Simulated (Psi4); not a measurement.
C$_{2}$HCl$_{3}$, charge +1, doublet, geometry from GFN2-xTB (a state made from the parent by changing its charge; the spin is typed, not shown lowest); PBE0/STO-3G (Psi4 1.11).

The Psi4 input:
```
memory 2 GB

molecule mol {
1 2
Cl    2.151489    0.629981   -0.025586
C     0.988451   -0.545087   -0.034370
C    -0.374107   -0.272925    0.000021
Cl   -0.971120    1.301742    0.054531
Cl   -1.474931   -1.550040   -0.012761
H     1.321486   -1.580552   -0.069034
}

set {
  basis sto-3g
  reference uks
  guess huckel
}

energy('pbe0')
print_variables()
```

The log (banner, timings and long lists left out):

```
   => Loading Basis Set <=

    Name: STO-3G
    Role: ORBITAL
    Keyword: BASIS

         ---------------------------------------------------------
                                   SCF
               by Justin Turney, Rob Parrish, Andy Simmonett
                          and Daniel G. A. Smith
                              UKS Reference
         ---------------------------------------------------------

  ==> Geometry <==

    Molecular point group: c1
    Full point group: C1

    Geometry (in Angstrom), charge = 1, multiplicity = 2:

       Center              X                  Y                   Z               Mass
    ------------   -----------------  -----------------  -----------------  -----------------
         CL           2.163778174419     0.615063847011    -0.026233916855    34.968852682000
         C            1.000740174419    -0.560004152989    -0.035017916855    12.000000000000
         C           -0.361817825581    -0.287842152989    -0.000626916855    12.000000000000
         CL          -0.958830825581     1.286824847011     0.053883083145    34.968852682000
         CL          -1.462641825581    -1.564957152989    -0.013408916855    34.968852682000
         H            1.333775174419    -1.595469152989    -0.069681916855     1.007825032230

  Running in c1 symmetry.

  Rotational constants: A =      0.13178  B =      0.05229  C =      0.03744 [cm^-1]
  Rotational constants: A =   3950.65296  B =   1567.60239  C =   1122.28460 [MHz]
  Nuclear repulsion =  321.514711593354662

  Charge       = 1
  Multiplicity = 2
  Electrons    = 63
  Nalpha       = 32
  Nbeta        = 31

  ==> Algorithm <==

  SCF Algorithm Type is DF.
  DIIS enabled.
  MOM disabled.
  Fractional occupation disabled.
  Guess Type is HUCKEL.
  Energy threshold   = 1.00e-06
  Density threshold  = 1.00e-06
  Integral threshold = 1.00e-12

  ==> Primary Basis <==

  Basis Set: STO-3G
    Blend: STO-3G
    Number of shells: 22
    Number of basis functions: 38
    Number of Cartesian functions: 38
    Spherical Harmonics?: true
    Max angular momentum: 1

  ==> DFT Potential <==

   => LibXC <=

    Version 7.1.2
    S. Lehtola, C. Steigemann, M. J. T. Oliveira, and M. A. L. Marques,  SoftwareX 7, 1–5 (2018) (10.1016/j.softx.2017.11.002)

   => Composite Functional: PBE0 <=

    PBE0 Hyb-GGA Exchange-Correlation Functional

    C. Adamo and V. Barone,  J. Chem. Phys. 110, 6158 (1999) (10.1063/1.478522)
[...]
      Ntotal   =   63.0000023319 ; deviation = 2.332e-06

   @Spin Contamination Metric:   9.072081458E-04
   @S^2 Expected:                7.500000000E-01
   @S^2 Observed:                7.509072081E-01
   @S   Expected:                5.000000000E-01
   @S   Observed:                5.000000000E-01

    Orbital Energies [Eh]
    ---------------------

    Alpha Occupied:

[...]
    Alpha Virtual:

[...]
    Beta Occupied:

[...]
      31A     -0.542472

    Beta Virtual:

[...]
      38A      0.241158

    Final Occupation by Irrep:
              A
    DOCC [    31 ]
    SOCC [     1 ]
    NA   [    32 ]
    NB   [    31 ]

  @DF-UKS Final Energy: -1440.58942588559262

   => Energetics <=

    Nuclear Repulsion Energy =            321.5147115933546615
    One-Electron Energy =               -2611.0210052031879968
    Two-Electron Energy =                 920.3376940671661259
    DFT Exchange-Correlation Energy =     -71.4208263429254515
    Empirical Dispersion Energy =           0.0000000000000000
    VV10 Nonlocal Energy =                  0.0000000000000000
    Total Energy =                      -1440.5894258855928456

  UHF NO Occupations:
  HONO-2 :   30  A 1.9998307
  HONO-1 :   31  A 1.9998055
  HONO-0 :   32  A 1.0000000
  LUNO+0 :   33  A 0.0001945
  LUNO+1 :   34  A 0.0001693
  LUNO+2 :   35  A 0.0000405
  LUNO+3 :   36  A 0.0000375

Computation Completed

Properties will be evaluated at   0.000000,   0.000000,   0.000000 [a0]

Properties computed using the SCF density matrix

 Multipole Moments:

 ------------------------------------------------------------------------------------
     Multipole            Electronic (a.u.)      Nuclear  (a.u.)        Total (a.u.)
 ------------------------------------------------------------------------------------

 L = 1.  Multiply by 2.5417464519 to convert [e a0] to [Debye]
 Dipole X            :         -0.9599934            1.4862756            0.5262821
 Dipole Y            :          1.1378848           -1.8041419           -0.6662571
 Dipole Z            :          0.0498704           -0.0783607           -0.0284903
 Magnitude           :                                                    0.8495194

 ------------------------------------------------------------------------------------

  Variable Map:
  ----------------------------------------------------------------------------
[...]
  Array Variable Map:
  ----------------------------------------------------------------------------
[...]
[...]
```
